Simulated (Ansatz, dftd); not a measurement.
Species: BNH2Br2, charge 0, singlet. BNH2Br2 (SMILES NB(Br)Br).
B3LYP-D3(BJ)/def2-TZVP minimum from Ansatz (a program for electronic structure):
```
B
N 1 1.3817
H 2 1.0067 1 122.45
H 2 1.0067 3 115.10 1 -180.00
Br 1 1.9346 2 120.05 3 0.00
Br 1 1.9346 2 120.05 3 -180.00
```
Charge 0, spin multiplicity 1.

Property: atomisation energy (electronic, to ground-state atoms), in kcal/mol. UHF or UKS for unpaired electrons; spin-orbit terms are left out. Cores are frozen in correlated methods (noble-gas shells, and filled d and f shells in the p block). No relativity. CBS(X,Y): correlation extrapolated as X^-3, Hartree-Fock from the larger set (Q,5: extrapolated as (X+1)exp(-9√X)). A bracket is a step between two methods taken in the basis named. Double hybrids freeze cores in their MP2 part. Where a partner has so few electrons that a lower coupled-cluster level is exact, that level stands in. Spin-orbit terms, left out, reach several kcal/mol for Br and I, and more for heavier atoms.

| level | program | atomisation energy (kcal/mol) | difference against the last row |
|---|---|---|---|
| HF/cc-pV5Z | Ansatz | 353.1 | -141.1 |
| HF/CBS(cc-pVQZ,cc-pV5Z) | Ansatz | 353.1 | -141.1 |
| B3LYP-D4/def2-TZVPD | Ansatz + dftd4 | 496.1 | 1.9 |
| B3LYP/def2-TZVPD | Ansatz | 490.0 | -4.2 |
| CAM-B3LYP-D4/def2-TZVPD | Ansatz + dftd4 | 496.6 | 2.4 |
| B2PLYP/def2-TZVPD | Ansatz | 489.4 | -4.8 |
| MP2/cc-pVQZ | Ansatz | 502.8 | 8.6 |
| CCSD/cc-pVTZ | Ansatz | 466.7 | -27.5 |
| CCSD/CBS(cc-pVTZ,cc-pVQZ) | Ansatz | 482.5 | -11.7 |
| CCSD(T)/CBS(cc-pVTZ,cc-pVQZ) | Ansatz | 493.9 | -0.3 |
| CCSD(T)/CBS(cc-pVQZ,cc-pV5Z) | Ansatz | 493.8 | -0.4 |
| CCSDT(Q)/cc-pVDZ | Ansatz | 449.8 | -44.4 |
| CCSD(T)/CBS(cc-pVQZ,cc-pV5Z) + [CCSDT(Q) - CCSD(T)]/cc-pVDZ | Ansatz | 494.2 | 0.0 |
